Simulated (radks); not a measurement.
Question: Species: the thulium ion Tm4+. Configuration: [Xe] 4f11 (the NIST ground configuration). Method: scalar-relativistic Kohn-Sham, exchange-only r2SCAN, spin-polarised, spherical densities, finite nucleus; open shells are filled with parallel spins first (spin-orbit coupling, left out, can overturn this in heavy ions); meta-GGA in the generalised Kohn-Sham scheme; Fermi nuclear charge, rms radius 5.2256 fm; computed with a radial shooting solver on a logarithmic mesh with Libxc functionals. Some entries of the table are withheld. Estimate them.

orbital,occ.,eigenvalue (hartree),<r^2> (bohr^2),<1/r> (bohr^-1)
1s up,1,-2183.437,0.0005487,79.07
1s down,1,-2183.436,0.0005487,79.07
2s up,1,-370.9543,0.008515,18.44
2s down,1,-370.9539,0.008514,18.44
2p up,3,-327.6450,0.006948,16.97
2p down,3,-327.6445,0.006948,16.97
3s up,1,-85.35081,0.05569,6.816
3s down,1,-85.27796,0.05564,6.820
3p up,3,-72.16596,0.05620,6.349
3p down,3,-72.09294,0.05613,6.353
3d up,5,-55.85923,0.04694,6.005
3d down,5,-55.80326,0.04686,6.009
4s up,1,-18.70337,0.2787,2.874
4s down,1,-18.54949,0.2788,2.872
4p up,3,-14.33307,0.3153,2.631
4p down,3,-14.18093,0.3156,2.629
4d up,5,-8.49606,0.3734,(1)
4d down,5,-8.34514,0.3746,(2)
5s up,1,-3.77155,1.570,1.121
5s down,1,-3.70683,1.601,1.107
5p up,3,-2.67943,(3),0.9629
5p down,3,-2.63481,(4),0.9498
4f up,7,-2.08716,0.6300,(5)
4f down,4,-1.94799,0.6595,(6)

Answer: 
(1) 4d up <1/r> (bohr^-1): 2.332
(2) 4d down <1/r> (bohr^-1): 2.328
(3) 5p up <r^2> (bohr^2): 2.065
(4) 5p down <r^2> (bohr^2): 2.109
(5) 4f up <1/r> (bohr^-1): 1.812
(6) 4f down <1/r> (bohr^-1): 1.792
